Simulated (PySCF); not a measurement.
Computed IR spectrum (relative IR intensity) of a molecule C6H5O, multiplicity 2. The structure is a stationary point at PBE-D3(BJ)/def2-SVP. One conformer was computed; it need not be the lowest. Computed with PBE-D3(BJ)/def2-SVP run with PySCF. Frequencies are harmonic and unscaled.

Lines under 2 % of the strongest are left out, and lines within 2 cm⁻¹ are merged.

```tsv
ν (cm⁻¹)	relative intensity
384	79
395	9.6
471	10
656	2.1
754	7.6
785	31
795	16
1022	5.1
1060	11
1117	6.7
1156	100
1249	23
1277	41
1413	36
1447	21
1582	69
3083	10
3114	2.4
3706	39
```

**Question.** Which molecule gave these data?
A. Oc1c[c]ccc1
B. Oc1cc[c]cc1
C. [O]c1ccccc1
D. Oc1[c]cccc1

**Answer.** B, Oc1cc[c]cc1
